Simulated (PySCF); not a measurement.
## Spin states of AlTe⁺

Unrestricted PBE0; Al def2-SVP, Te def2-SVP with ECP28; scalar-relativistic core potentials (PySCF 2.14). Outer shells of the fragments: Al+ 3s2; Te 4d10 5s2 5p4.

Followed along the bond (rough minima from three points):

```csv
2Ms+1,unpaired,⟨S²⟩ at the start,R at minimum (Å),Te (eV)
3,π ↑↑,2.01,3.13,0.00
3,"σ ↑, π ↑",2.01,2.57,0.03
1,"σ ↑, π ↓",1.01,2.54,0.17
1,π ↑↓,1.01,3.12,0.37
1,none,0.00,none in the scan,≤ 0.87
```

Solutions found at the starting distance of 2.615 Å, counted from the lowest of them; the search is not exhaustive and high or unbound solutions are not listed, so other states can lie among these:

| 2Ms+1 | unpaired | term | E (eV) | ⟨S²⟩ | ⟨Lz²⟩ | μ (D) |
| --- | --- | --- | --- | --- | --- | --- |
| 3 | σ ↑, π ↑ | ³Π | 0.00 | 2.01 | 1.01 | -6.76 |
| 1 | σ ↑, π ↓ | mixed | 0.16 | 1.01 | 1.01 | -6.87 |
| 3 | π ↑↑ | ³Σ⁻ | 0.44 | 2.01 | 0.00 | -3.29 |
| 1 | π ↑↓ | mixed | 0.81 | 1.01 | 2.01 | -3.28 |
| 1 | none | ¹Σ⁺ | 1.15 | 0.00 | 0.00 | -8.72 |
| 1 | none | mixed | 1.87 | 0.00 | 2.00 | -3.16 |
| 3 | σ ↑, π ↑↑↓ | mixed | 3.21 | 3.01 | 3.01 | -2.57 |
| 3 | π ↑↑ | mixed | 3.31 | 2.05 | 2.01 | -5.96 |
| 3 | σ ↑↑ | ³Σ⁺ | 3.44 | 2.09 | 0.00 | -7.86 |
| 1 | σ ↑, π ↑↓↓ | mixed | 3.80 | 2.02 | 3.02 | -1.96 |

A term symbol is given only where ⟨S²⟩ and ⟨Lz²⟩ are close to those of a pure state; real π, δ and φ orbitals otherwise mix terms. A positive dipole points towards Te; it is taken about the centre of mass and depends on that origin.

Task: Compare the gap between the two lowest followed solutions at the starting distance with the gap between their minima.

Result: At PBE0 the second solution (triplet, unpaired electrons σ ↑, π ↑) lies -0.44 eV from the first (triplet, unpaired electrons π ↑↑) at 2.615 Å and +0.03 eV at the minima; the two curves relax by different amounts, since their minima lie near 2.57 and 3.13 Å. A gap this small is a tie at this level.

Spin–orbit coupling is left out. Counting both spins, an empty level lies below a filled one in some of these solutions, because spin and occupation are held.
